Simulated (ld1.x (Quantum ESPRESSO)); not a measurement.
## Which change was made? (Br, TM)

ld1.x (Quantum ESPRESSO) 7.5 input, shortened:

```
&input
   title='Br', zed=35., rel=2, dft='PW91', iswitch=3,
   config='[Ar] 3d10 4s2 4p5', rel_dist='average'
 /
 &inputp
   pseudotype=2, tm=.true., lloc=0,
   nlcc=.true., rcore=0.50
 /
2
4P  2  1   5.00   0.00  1.75  1.75  0.0
4S  1  0   2.00   0.00  1.00  1.00  0.0
 &test
   configts(1)='4s2 4p5'
 /
```

Open shells are filled in proportion to 2j + 1 (rel_dist='average').

Cutoffs, loose and tight: the cutoffs (Ry, on a coarse ladder) from which the occupation-weighted sum of valence levels, in a spherical-Bessel basis at the reference potential, stays within 10 and 1 mRy of its value at 400 Ry. They do not see the model core or the augmentation charge, which bear on the density cutoff. Test errors are all-electron minus pseudo excitation energies from the reference, over the configurations 4s2 4p4; 4s2 4p3; 4s2 4p2; 4s2 4p1; 4s1 4p5; 4s2 4p5.3; 4s2 4p4.5; variants that change the core or the reference have their own tests.

The base gives: outcome: generated; cutoff, loose: 200 Ry; cutoff, tight: over 300 Ry; bound ghosts: p3/2, p1/2; largest test error (meV): -141.

**Question.** After one change the result is: outcome: generated; cutoff, loose: 260 Ry; cutoff, tight: over 300 Ry; bound ghosts: s; largest test error (meV): +61. Which change was it?
A. core [Ar], valence charge 17; reference 3d10 4s2 4p4; waves now 4s (bound): rc 1.15 bohr; 4p (bound): rc 1.60 bohr; 3d (bound): rc 1.10 bohr; local potential all-electron potential smoothed inside 0.95 bohr (lloc = -1); core correction a·sin(br)/r model core inside 0.60 bohr
B. scalar-relativistic
C. all radii but the core radius scaled by about 0.76 (s 0.76, p 1.32 bohr)

**Answer.** A. The others give: all radii but the core radius scaled by about 0.76 (s 0.76, p 1.32 bohr) → outcome: failed: run_pseudo: Errors in PS-KS equation | scalar-relativistic → outcome: generated; cutoff, loose: 200 Ry; cutoff, tight: over 300 Ry; bound ghosts: p; largest test error (meV): -87.
